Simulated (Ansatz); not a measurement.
A set of 12 reactions (atomization), with CCSD(T)/CBS values in kJ/mol:

```csv
reaction,ΔE
`C[Si](C)(Cl)/C=C\[Si](F)(F)Cl` → 4 C• + 2 Cl• + 2 F• + 8 H• + 2 Si•,7340.1
`SC1O[SiH2]1` → C• + 4 H• + O• + S• + Si•,2711.4
`Cl[SiH]1[AlH][S]1` → Al• + Cl• + 2 H• + S• + Si•,1731.3
`C[SiH](O)O[SiH2]O` → C• + 8 H• + 3 O• + 2 Si•,5435.0
`C/C=C(\O)Cl` → 3 C• + Cl• + 5 H• + O•,3946.1
`[CH3][Ge]([Cl])([Cl])[Cl]` → C• + 3 Cl• + Ge• + 3 H•,2658.3
`C[Si](C)(C)[O][Ge]([CH3])([CH3])[Cl]` → 5 C• + Cl• + Ge• + 15 H• + O• + Si•,9204.8
`C[CH](C)[Mg][NH2]` → 3 C• + 9 H• + Mg (atom) + N•,4974.3
`CC1B[Te]1` → B• + 2 C• + 5 H• + Te•,3292.3
`FC1O[SiH2]S[SiH2]1` → C• + F• + 5 H• + O• + S• + 2 Si•,3959.7
`C[S+](C)[Au-][SH]` → Au• + 2 C• + 7 H• + 2 S•,4035.8
`NC1=C=CN1` → 3 C• + 4 H• + 2 N•,3549.7
```

Gas-phase electronic energies from Ansatz, PBE0-D4/def2-TZVP geometries. CBS: MP2 limit from def2 TZ/QZ plus the TZ coupled-cluster correction, frozen cores. This one scheme is used for every species, atoms too. Double bonds are as drawn, so ΔE can hold a change between cis and trans. DFT in def2-TZVPP. B3LYP here is the variant with VWN-RPA as its local correlation; programs differ in this. No spin–orbit coupling; open shells (•) take unrestricted orbitals. Spin–orbit coupling would lower the free atoms: a little for Al, B, C, Cl, F, O, S, Si; clearly for Ge; strongly for Te. def2 core potentials past Kr. Bonds to Au, Ge, Mg, Te are less sure, by a few kJ/mol each and by 10 to 20 or more in all where they break to atoms, as the def2 sets lack core-valence functions. Scalar relativity is left out up to krypton. Each species was taken in one conformer, which may not be the lowest.

Question: Give the mean, mean absolute and largest difference (level minus CCSD(T)/CBS, kJ/mol) for: r2SCAN-D4, PBE0-D4, ωB97X-V, ωB97M-V, r2SCAN, B3LYP, HF/def2-TZVPP, CCSD(T)/def2-TZVPP, HF/def2-QZVPP, MP2/def2-QZVPP, SCS-MP2/def2-QZVPP, HF/CBS(def2), MP2/CBS(def2), CCSD/CBS(def2). (Estimate.)

Answer: The calculation gave: 
```
             level     mean  mean absolute  largest
         r2SCAN-D4     12.9           18.8     28.4
           PBE0-D4      1.4           27.1    -94.4
           ωB97X-V      6.6           15.8     37.1
           ωB97M-V      5.2           14.8     47.5
            r2SCAN      5.2           14.4    -34.3
             B3LYP    -72.9           74.3   -143.9
     HF/def2-TZVPP  -1210.2         1210.2  -2257.5
CCSD(T)/def2-TZVPP   -123.0          123.0   -196.0
     HF/def2-QZVPP  -1203.6         1203.6  -2250.3
    MP2/def2-QZVPP     34.7           36.0    100.5
SCS-MP2/def2-QZVPP      8.6           12.1     36.1
      HF/CBS(def2)  -1202.6         1202.6  -2249.1
     MP2/CBS(def2)     84.9           84.9    179.0
    CCSD/CBS(def2)    -72.0           72.0   -112.4
```

The largest T1 diagnostic in the set is 0.018, for Al• (customary mark 0.045).

CCSD(T)/CBS is a level of theory with its own doubt, and the functionals carry their triple-zeta basis error, so these figures describe this set and don't rank the functionals.
